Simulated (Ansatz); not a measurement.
An input meant for SiH(SiH3)3 (Si4H10) (charge 0, singlet).

```yaml
crystal:
  periodic: [false, false, false]
  atoms:
    - {symbol: Si, position_ang: [0.005130, 0.006325, 0.694915]}
    - {symbol: Si, position_ang: [2.208546, -0.007823, -0.115955]}
    - {symbol: Si, position_ang: [-1.100008, 1.915349, -0.109592]}
    - {symbol: Si, position_ang: [-1.110630, -1.910248, -0.076121]}
    - {symbol: H, position_ang: [0.015887, 0.020117, 2.195273]}
    - {symbol: H, position_ang: [2.930208, -1.241387, 0.322364]}
    - {symbol: H, position_ang: [2.960426, 1.189672, 0.369535]}
    - {symbol: H, position_ang: [2.175056, 0.021240, -1.610633]}
    - {symbol: H, position_ang: [-0.370712, 3.159542, 0.284226]}
    - {symbol: H, position_ang: [-2.495611, 1.984386, 0.422952]}
    - {symbol: H, position_ang: [-1.159633, 1.847924, -1.602489]}
    - {symbol: H, position_ang: [-0.457916, -3.150605, 0.444398]}
    - {symbol: H, position_ang: [-1.057688, -1.932059, -1.570447]}
    - {symbol: H, position_ang: [-2.543037, -1.902434, 0.351575]}
basis:
  gaussian: {orbitals: 6-31G}
magnetization: {spin_polarized: true, initial_magnetization: 1}
hamiltonian: {xc: {name: PBE0}, dispersion: d3bj, pseudopotentials: {relativity: none}}
```

```sh
$ ansatz run in.yaml --threads 4 --pin off --events-out ev --progress --plain --max-ram 4787MiB
```

Shortened log:

```
Error: a molecule whose nuclei and cores have a total charge of 66 cannot have a net charge of 0 together with 1 unpaired electrons
```

Problem. What is wrong with this run?

Solution. The number of unpaired electrons doesn't fit the electron count. The input was rejected before any iteration.
